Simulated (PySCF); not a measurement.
A mixed set of molecules.

All values: B3LYP/def2-SVPD (PySCF) at PBE0-D3(BJ)/def2-SVP geometries, gas phase, one conformer each. Core orbitals are frozen in the response; Δα² is half the sum of the squared differences of the principal polarisabilities.

(1) Rank by polarisability anisotropy Δα, highest first.
A. `[CH2:1]=[CH:2]/[CH:3]=[CH:4]\[B:5]1[O:6][CH2:7][CH2:8][CH2:9][O:10]1` with C1–C2–C3–C4 180°, C3–C4–B5–O6 1°, C4–B5–O6–C7 180°, B5–O6–C7–C8 -28°, O6–C7–C8–C9 53°, C7–C8–C9–O10 -52°
B. `[CH:1]#[C:2][C@H:3]([CH3:4])[B:5]1[O:6][CH2:7][CH2:8][CH2:9][O:10]1` with C2–C3–B5–O6 90°, C3–B5–O6–C7 -178°, B5–O6–C7–C8 -28°, O6–C7–C8–C9 52°, C7–C8–C9–O10 -52°
C. `[CH2:1]=[C:2]([CH3:3])/[CH:4]=[CH:5]\[C@H:6]1[CH2:7][O:8][BH:9][O:10]1` with C1–C2–C4–C5 179°, C4–C5–C6–C7 98°, C5–C6–C7–O8 131°, C6–C7–O8–B9 -10°, C7–O8–B9–O10 4°, O8–B9–O10–C6 4°
D. `[CH:1]#[C:2][CH2:3][C@@H:4]([CH3:5])[B:6]1[O:7][CH2:8][CH2:9][O:10]1` with C2–C3–C4–C5 61°, C3–C4–B6–O7 14°

(2) Rank by HOMO–LUMO gap, highest first.
A. `C=C(C)/C=C\[C@H]1COBO1`
B. `C=C/C=C\B1OCCCO1`
C. `C#C[C@H](C)B1OCCCO1`
D. `C#CC[C@@H](C)B1OCCO1`

Results:

(1) A (11.98 Å³), C (11.48 Å³), D (7.47 Å³), B (3.71 Å³).

(2) D (7.14 eV), C (6.99 eV), A (5.31 eV), B (5.00 eV).

All values together:

```csv
SMILES,formula,μ (D),HOMO (eV),LUMO (eV),α (Å³),Δα (Å³),electrons,α per electron (Å³),ΔSCF removal energy (eV)
C=C/C=C\B1OCCCO1,C7H11BO2,2.59,-6.37,-1.38,16.74,11.98,74,0.226,8.38
C=C(C)/C=C\[C@H]1COBO1,C7H11BO2,2.51,-6.63,-1.32,16.26,11.48,74,0.220,8.57
C#CC[C@@H](C)B1OCCO1,C7H11BO2,2.82,-7.25,-0.12,14.85,7.47,74,0.201,–
C#C[C@H](C)B1OCCCO1,C7H11BO2,3.32,-6.94,0.05,14.87,3.71,74,0.201,–
```

Conformers: `[CH2:1]=[CH:2]/[CH:3]=[CH:4]\[B:5]1[O:6][CH2:7][CH2:8][CH2:9][O:10]1` with C1–C2–C3–C4 180°, C3–C4–B5–O6 1°, C4–B5–O6–C7 180°, B5–O6–C7–C8 -28°, O6–C7–C8–C9 53°, C7–C8–C9–O10 -52°; `[CH2:1]=[C:2]([CH3:3])/[CH:4]=[CH:5]\[C@H:6]1[CH2:7][O:8][BH:9][O:10]1` with C1–C2–C4–C5 179°, C4–C5–C6–C7 98°, C5–C6–C7–O8 131°, C6–C7–O8–B9 -10°, C7–O8–B9–O10 4°, O8–B9–O10–C6 4°; `[CH:1]#[C:2][CH2:3][C@@H:4]([CH3:5])[B:6]1[O:7][CH2:8][CH2:9][O:10]1` with C2–C3–C4–C5 61°, C3–C4–B6–O7 14°; `[CH:1]#[C:2][C@H:3]([CH3:4])[B:5]1[O:6][CH2:7][CH2:8][CH2:9][O:10]1` with C2–C3–B5–O6 90°, C3–B5–O6–C7 -178°, B5–O6–C7–C8 -28°, O6–C7–C8–C9 52°, C7–C8–C9–O10 -52°.

A dash marks a removal energy that wasn't run or isn't settled.
